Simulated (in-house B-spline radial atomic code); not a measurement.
Values are calculated unless marked as measured or tabulated.
**Pd in electron gases of falling density**

A nucleus sits in a uniform electron gas with a rigid positive background. The Kohn-Sham equations are solved self-consistently in the spin-unpolarised LDA (PW92), non-relativistic, on B-splines with outgoing waves at the boundary and partial waves to l = 8. The model has no lattice, no bands and no magnetic solution. Atomic units; δ_l are the phase shifts at the Fermi level, counted so that each bound state adds π, and good to about 0.0005.

```tsv
r_s (bohr)	k_F	δ0/π	δ1/π	δ2/π	shallowest bound level (hartree)	σ_tr (bohr²)	Q (a.u.)
1.5	1.2794	3.749	2.974	1.899	p -1.44	12.65	1.145
1.65	1.1631	3.802	3.009	1.914	p -1.47	11.59	0.716
1.8	1.0662	3.845	3.034	1.925	p -1.5	11.13	0.486
2	0.9596	3.893	3.056	1.934	p -1.52	11.05	0.316
2.07	0.9271	3.908	3.062	1.936	p -1.53	11.09	0.277
2.2	0.8723	3.933	3.069	1.939	p -1.54	11.15	0.218
2.4	0.7996	3.967	3.074	1.943	p -1.56	11.12	0.154
2.67	0.7188	4.007	3.072	1.947	p -1.57	10.64	0.096
3	0.6397	4.048	3.063	1.951	p -1.59	9.65	0.055
3.3	0.5816	4.082	3.051	1.954	p -1.6	9.13	0.035
3.6	0.5331	4.113	3.036	1.958	p -1.61	9.88	0.027
4	0.4798	4.149	3.016	1.962	p -1.62	14.10	0.025
```

Q = n k_F σ_tr, with n = 3/(4π r_s³).

(1) How does the screening charge move between partial waves as the gas thins?

(2) What end-to-end powers of r_s do the first and last rows give for σ_tr and Q?

Answers

(1) By (2/π)(2l + 1) δ_l, at r_s = 1.5 it is s 7.50, p 17.84, d 18.99, f and beyond 1.66, and at r_s = 4 s 8.30, p 18.10, d 19.62, f and beyond -0.02. The free atom is [Kr] 4d10.

(2) σ_tr goes as r_s^+0.11 and Q as r_s^-3.89. Since n k_F/k_F² goes as r_s⁻², Q = 4π n Σ/k_F would fall as r_s⁻² at fixed phase shifts; the sum Σ (l + 1) sin²(δ_l − δ_(l+1)) is 1.648 in the first row and 0.258 in the last, and ranges from 0.22 to 1.65 between them, so these powers are no law.
